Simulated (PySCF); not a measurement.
CH₂I, SMILES [CH2]I, doublet, B3LYP/def2-SVP optimised geometry.

```
4

C     -0.77     0.00     0.00
I      1.29     0.00     0.00
H     -1.29     0.96     0.00
H     -1.29    -0.96     0.00
```

Density from unrestricted B3LYP/def2-TZVP, def2 effective core potentials past Kr (PySCF) at that geometry. The core electrons that the potentials of I replace are not part of the density.

Minimum of the electron density along straight lines between bonded atoms, close to the bond critical point (lines longer than 1.1 times the sum of covalent radii, or with two minima, are not listed):

```
bond   length / Å  ρ at the minimum / e bohr⁻³  ∇²ρ there / e bohr⁻⁵  position (fraction from the first atom)
-----  ----------  ---------------------------  --------------------  ---------------------------------------
C1–I2       2.063                        0.135                 -0.05                                     0.47
C1–H3       1.090                        0.280                 -0.98                                     0.65
C1–H4       1.090                        0.280                 -0.98                                     0.65
```
